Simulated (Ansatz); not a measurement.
`CO[SiH2]N`, 11 atoms. The species carries charge 0 and has multiplicity 1. All runs use 2 threads of a server CPU on a shared host. Correlated methods freeze the cores.

Question: Give the basis size and wall time and peak host memory of each of these runs in Ansatz. RKS PBE0-D4/def2-QZVPP energy; RKS PBE0-D4/def2-TZVP relaxation (6 steps); RHF-CCSD(T)/def2-TZVPP energy; RKS B3LYP-D4/def2-TZVPP energy and forces; RKS r2SCAN-D4/def2-TZVPP energy and forces; RKS ωB97M-V/def2-TZVPP energy and forces; RHF-MP2/def2-QZVPP energy; direct RPA on PBE orbitals/def2-TZVPP energy; RKS CAM-B3LYP-D4/def2-TZVPP energy; RKS ωB97M-V/def2-QZVPP energy; RKS ωB97M-V/def2-SVP energy; RKS PBE0-D4/def2-SVP energy. (An estimate is asked.)

Answer: Ansatz gave: Other jobs shared the machine, so times are rough.

```
                                level                   job  functions  wall time  peak host memory (GiB)
                 RKS PBE0-D4/def2-SVP                energy         95     0.95 s                     0.2
                 RKS ωB97M-V/def2-SVP                energy         95      2.9 s                    0.28
          RKS CAM-B3LYP-D4/def2-TZVPP                energy        233      2.9 s                    0.55
              RKS B3LYP-D4/def2-TZVPP     energy and forces        233        4 s                    0.57
direct RPA on PBE orbitals/def2-TZVPP                energy        233      4.6 s                    0.53
             RKS r2SCAN-D4/def2-TZVPP     energy and forces        233      4.7 s                     0.3
               RKS PBE0-D4/def2-QZVPP                energy        451      7.5 s                     1.2
               RKS ωB97M-V/def2-TZVPP     energy and forces        233        9 s                    0.72
               RKS ωB97M-V/def2-QZVPP                energy        451       15 s                     1.5
                   RHF-MP2/def2-QZVPP                energy        451       20 s                     2.4
                RKS PBE0-D4/def2-TZVP  relaxation (6 steps)        172       23 s                    0.38
               RHF-CCSD(T)/def2-TZVPP                energy        233       80 s                     4.2
```

B3LYP here is the variant with VWN-RPA as its local correlation; programs differ in this.
